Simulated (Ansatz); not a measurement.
Consider the substitution at a C–Si bond: `C=C[SiH](C)O[SiH3]` + `C=C(N)S` → `C=CNC(=C)S` + `C[SiH2]O[SiH3]`.

Isolated molecules relaxed with PBE0-D4/def2-TZVP in Ansatz; ΔE leaves out vibrations. CBS: MP2 limit from def2 TZ/QZ plus the TZ coupled-cluster correction, frozen cores. This one scheme is used for every species. DFT in def2-TZVPP. B3LYP here is the variant with VWN-RPA as its local correlation; programs differ in this. Each species was taken in one conformer, which may not be the lowest.

Q: Is it downhill or uphill in electronic energy at CCSD(T)/CBS, and by how much? (Estimate.)

A: Ansatz gave: Uphill: ΔE = +0.48 eV.

Q: What do these levels give: LDA (SPW92), B97M-V, B3LYP-D4, r2SCANh-D4, CAM-B3LYP-D4, PBE-QIDH, revPBE, B3LYP, LC-ωPBE, RPA@PBE/def2-TZVPP, MP2/def2-SVP, CCSD/CBS(def2)? (Estimate.)

A: Ansatz gave: LDA (SPW92) 0.19, B97M-V 0.39, B3LYP-D4 0.37, r2SCANh-D4 0.37, CAM-B3LYP-D4 0.37, PBE-QIDH 0.39, revPBE 0.31, B3LYP 0.33, LC-ωPBE 0.38, RPA@PBE/def2-TZVPP 0.43, MP2/def2-SVP 0.24, CCSD/CBS(def2) 0.49 eV.

Largest T1 diagnostic among the species: 0.013.

From BLYP to BHLYP (50 % exact exchange), in def2-TZVPP and without D4, ΔE moves by +0.08 eV. Leaving LDA and LC-ωPBE aside and taking each functional with its dispersion term where it has one, the values, not all of them listed here, spread over 0.13 eV, from PBE-D4 to ωB97M-V. LDA lies −0.10 eV from PBE without D4. At CCSD(T), def2-SVP lies −0.23 eV from the extrapolated value and def2-TZVPP −0.03 eV.
